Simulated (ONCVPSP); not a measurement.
# manganese (Mn): excitation energies, all-electron against ONCV

```json
{
  "Element": "manganese",
  "Generator": "ONCVPSP 4.0.1",
  "Type": "optimised norm-conserving Vanderbilt (ONCV)",
  "Functional": "PBEsol",
  "Relativity": "scalar-relativistic",
  "Frozen core": "[Ar]",
  "Valence charge": "7",
  "Reference configuration": "3d5.5 4s1.5",
  "Partial waves": "4s: rc 2.50 bohr, ncon 4, nbas 8, qcut 2 1/bohr, 3 projectors, debl 2.4 Ha; p scattering state at 0.07 Ha: rc 2.70 bohr, ncon 3, nbas 7, qcut 2.9 1/bohr, 2 projectors, debl 3.2 Ha; 3d: rc 1.55 bohr, ncon 4, nbas 9, qcut 9.4 1/bohr, 3 projectors, debl 2.3 Ha",
  "Local potential": "polynomial inside 1.45 bohr (lpopt 5, dvloc0 0 Ha)",
  "Core correction": "none"
}
```

In the p channel the program set the typed energies aside and used 0.050, 3.250 Ha.

Energies are relative to the spin-unpolarised reference configuration 3d5.5 4s1.5; without spin polarisation the order of configurations can differ from experiment.

Problem. Give the all-electron excitation energy and the error of the potential for: 3d5 4s2; 3d5 4s1; 3d5 4s0; 3d4 4s2 4p1.

Solution.

| valence configuration | charge | ΔE all-electron (eV) | error AE − PS (meV) |
| --- | --- | --- | --- |
| 3d5 4s2 | 0 | 0.485 | -9.4 |
| 3d5 4s1 | +1 | 8.918 | -5.0 |
| 3d5 4s0 | +2 | 24.430 | +34 |
| 3d4 4s2 4p1 | 0 | 8.314 | -177 |

Levels in the configuration 3d4 4s2 4p1:

| level | all-electron (eV) | pseudo (eV) |
| --- | --- | --- |
| 3d | -13.005 | -13.268 |
| 4s | -7.197 | -7.220 |
| 4p | -2.618 | -2.564 |

Note: no bound ghost flagged; GHOST(+) flagged for p at 109.7 eV, s at 138.9 eV.
